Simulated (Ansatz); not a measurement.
A nudged elastic band was laid between two geometries of BH3O2 + H3Si (10 atoms, charge 0, multiplicity 2).

Theory: UKS PBE0/def2-SVP in Ansatz.

* movable images: 5
* climbing image: yes
* spring: 5.0 eV/Å²
* optimiser: quadratic models (default)
* start path: through a guess of the saddle point
* force threshold: 0.03 eV/Å
* iteration limit: 60
* end points: relaxed

First end point:

```xyz
10
Properties=species:S:1:pos:R:3
B -0.457 0.172 -0.272
H -1.080 1.168 0.017
O 0.418 -0.317 0.640
H 0.865 -1.111 0.320
O -0.599 -0.469 -1.461
H -1.241 -0.050 -2.042
Si 0.307 -0.538 3.739
H 0.145 -0.871 5.192
H 1.753 -0.564 3.366
H -0.320 0.781 3.436
```

Last end point:

```xyz
10
Properties=species:S:1:pos:R:3
B 0.241 -0.777 -0.752
H -0.563 0.556 2.167
O 0.855 -0.841 -1.950
H 1.674 -1.343 -1.918
O -0.921 -0.113 -0.607
H -1.249 -0.135 0.297
Si -0.158 0.280 3.579
H -1.014 -0.813 4.126
H 1.274 -0.133 3.607
H -0.349 1.520 4.386
```

Problem. Which bonds break or form, and what moves?

Solution. Bonds broken: B1–H2. Bonds formed: H2–Si7. BH3O2 + H3Si becomes BH2O2 + H4Si.

Problem. What energy profile does the band end with?

Solution. The run converged. The highest image is number 5 of 0 to 6, 18.1 kcal/mol above the first end and 0.5 kcal/mol above the last; the last end lies 17.5 kcal/mol above the first. A vibrational analysis at the climbing image gives 2 clearly imaginary modes (65i, 44i cm⁻¹): a point of higher order. A lower path may pass nearby, or the ends, which weren't checked, may share the extra mode.

```csv
image,path coordinate (Å),energy (kcal/mol),B1–H2 (Å),H2–Si7 (Å)
0,0.00,0.0,1.21,4.32
1,1.85,0.9,1.21,3.80
2,3.70,1.6,1.21,3.55
3,5.55,4.8,1.24,2.86
4,7.40,17.7,3.18,1.49
5,9.25,18.1,3.25,1.49
6,12.24,17.5,3.31,1.49
```

Problem. What is the geometry of the highest image?

Solution. 
```xyz
10
Properties=species:S:1:pos:R:3
B -0.183 -0.663 -1.024
H -0.516 -0.437 2.200
O 1.066 -0.350 -0.623
H 1.696 -1.051 -0.812
O -1.205 0.192 -0.833
H -2.043 -0.147 -1.158
Si 0.092 0.045 3.472
H -0.563 -0.642 4.625
H 1.553 -0.262 3.489
H -0.107 1.519 3.599
```

Run time: 4 min on 4 threads of Arm Neoverse V2, with other jobs on the host, peak memory 0.24 GiB.
